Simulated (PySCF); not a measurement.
CH₅NO₂SW, SMILES C[N]=[W]([OH])([OH])=[S], multiplicity 1. Atoms are numbered in the order given.

```xyz
11

W     -0.1726     0.1814     0.0000
N     -0.2560    -1.5658     0.0000
C      0.2588    -2.8915     0.0000
H      1.3648    -2.8827     0.0000
H     -0.0868    -3.4443     0.8910
H     -0.0868    -3.4443    -0.8910
S      1.9268     0.6906     0.0000
O     -1.0081     0.8168    -1.5811
H     -1.4397     0.2704    -2.2502
O     -1.0081     0.8168     1.5811
H     -1.4397     0.2704     2.2502
```
Charge 0, spin multiplicity 1.

Geometry: r2SCAN-D4/def2-SVP. The spin state was assumed, not searched. The def2 effective core potentials stand for the cores of W; spin–orbit coupling is left out. Other conformers were not sampled.

Computed with CAM-B3LYP/def2-TZVP (PySCF).

Computed frontier levels, gap, dipole moment and polarisability:
| Property | Value |
|---|---|
| highest occupied level | -8.14 eV |
| lowest empty level | -0.38 eV |
| orbital gap | 7.76 eV |
| dipole moment | 0.992 e·Å |
| quadrupole, principal values (traceless, Buckingham form, about the centre of nuclear charge) | -6.22, 0.14, 6.08 D·Å |
| mean static polarisability | 88.8 bohr³ (13.15 Å³) |
| polarisability, principal values | 72.2, 87.6, 106.5 bohr³ |
